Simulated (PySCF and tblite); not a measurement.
The numbers below are computed, except where a source is named.
C5H5FO, numbered as in [CH3:1][c:2]1[cH:3][c:4]([F:5])[cH:6][o:7]1.

First level. The ensemble was built from 45 distance-geometry starts (ETKDG and KDG, MMFF94s, GFN2-xTB) and rests on GFN2-xTB geometries. Energies: PBE0-D3(BJ)/def2-SVP (IEF-PCM, water), with GFN2-xTB thermal terms (modes under about 100 cm⁻¹ blended into free rotors). Symmetry numbers and mirror images are counted. Conformers within 2.5 kcal/mol (GFN2-xTB free energy) were kept, 6 at most. GIAO shieldings: KT3/pcSseg-1 (IEF-PCM, water). Shifts are against TMS (¹H), TMS (¹³C) at the same level. Programs: PySCF with density fitting and tblite.

It gives, at 298.15 K, with 1 conformer (largest weight 100 %): ¹H: 7.51 (H6, 1H), 6.25 (H3, 1H), 2.46 (H1, 3H) ppm. ¹³C: 155.5 (C4), 146.4 (C2), 120.6 (C6), 96.8 (C3), 17.5 (C1) ppm.

Second level: GFN2-xTB geometries, energies B97-D-D3(BJ)/pcSseg-1 (IEF-PCM, dichloromethane), shieldings B97-D/pcSseg-1 (IEF-PCM, dichloromethane), on up to 6 of the same conformers.

(1) How do the averaged shifts change?

Shifts are unscaled: against experiment ¹³C can be off by 15 ppm or more and ¹H by 0.8 ppm.

Results:

(1) 
```csv
signal,first,second,change (ppm)
H1,2.46,2.45,-0.01
H3,6.25,6.22,-0.02
H6,7.51,7.42,-0.09
C1,17.5,17.7,0.2
C2,146.4,151.9,5.5
C3,96.8,101.3,4.5
C4,155.5,161.8,6.3
C6,120.6,125.1,4.5
```
